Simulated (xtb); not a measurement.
C2H3BrFIn, SMILES C=[CH][In]([F])[Br]. All values are semi-empirical tight-binding results from xtb (GFN2-xTB unless named), good for trends rather than for accurate numbers. Geometry optimised at GFN2-xTB. The structure was generated by enumeration; whether it is a known compound was not checked. One conformer was computed; it need not be the lowest.

For metal compounds this method's bond lengths and energies can be far off.

The point group as xtb finds it is Cs and the orbital gap is 2.90 eV. The zero-point energy comes out as 25.6 kcal/mol. The G − E(el) at 298.15 K (modified RRHO) is 3.1 kcal/mol.
